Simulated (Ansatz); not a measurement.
Program: Ansatz. Geometries: PBE0-D4/def2-TZVP. ΔE: electronic, gas phase. CCSD(T)/CBS adds triple-zeta CCSD(T) − MP2 to the extrapolated MP2 energy (def2 sets, frozen cores). This one scheme is used for every species. Functionals use def2-TZVPP. For Sc outer-core shells are correlated without core-valence functions, which leaves a few kJ/mol of doubt a bond. Scalar relativity is left out up to krypton. One conformer a species, not always the lowest.

Consider the ligand exchange at the Sc–O bond: `C[O][Sc]([F])[F]` + HCl → `[F][Sc]([F])[Cl]` + CH₃OH.

`C[O][Sc]([F])[F]`:

Cartesian coordinates in Å:
```
C -0.146 0.922 1.140
O -0.019 0.054 0.063
Sc 0.170 -1.104 -1.364
F -0.561 -0.678 -3.010
F 1.108 -2.687 -1.157
H 0.660 0.764 1.867
H -0.111 1.965 0.808
H -1.101 0.762 1.653
```

HCl:

```xyz
2

Cl    0.407    0.323    0.372
H    -0.407   -0.323   -0.372
```

`[F][Sc]([F])[Cl]`:

Cartesian coordinates in Å:
```
F -0.496 1.420 1.127
Sc -0.007 0.097 -0.031
F 0.351 0.570 -1.757
Cl 0.152 -2.087 0.660
```

CH₃OH:

Cartesian coordinates in Å:
```
C 0.347 -0.028 -0.073
O -0.911 0.599 0.026
H 1.042 0.711 -0.474
H 0.334 -0.887 -0.756
H 0.728 -0.360 0.901
H -1.540 -0.035 0.376
```

Is it downhill or uphill in electronic energy at CCSD(T)/CBS, and by how much? (Estimate.)

The calculation gave: Downhill: ΔE = -30.3 kJ/mol.

What do these levels give: LDA (SPW92), r2SCAN-D4, r2SCAN0-D4, BLYP, SCS-MP2/def2-QZVPP, MP2/CBS(def2)? (Best estimate.)

Ansatz gave: LDA (SPW92) -23.9, r2SCAN-D4 -36.0, r2SCAN0-D4 -39.6, BLYP -27.7, SCS-MP2/def2-QZVPP -29.8, MP2/CBS(def2) -29.3 kJ/mol.

What do rigid-rotor, harmonic-oscillator terms from PBE0-D4/def2-TZVP frequencies (298.15 K, 1 bar) make of the CCSD(T)/CBS value? (Estimate.)

Computed: ΔZPE = +11.8 kJ/mol, ΔH = -21.7 kJ/mol, ΔS = -7 J/(mol·K), ΔG = -19.7 kJ/mol. Modes under 50 cm⁻¹ make the entropy rough.

Largest T1 diagnostic among the species: 0.016.

In def2-TZVPP, CCSD(T) changes the Hartree–Fock value by +18.3 kJ/mol (the triples alone add +1.3 kJ/mol) and MP2 by +19.4 kJ/mol. Leaving LDA and LC-ωPBE aside and taking each functional with its dispersion term where it has one, the values, not all of them listed here, spread over 14.1 kJ/mol, from r2SCAN0-D4 to BLYP-D4. LDA lies +8.4 kJ/mol from PBE without D4. From r2SCAN to r2SCAN0 (25 % exact exchange), in def2-TZVPP and without D4, ΔE moves by −3.6 kJ/mol.
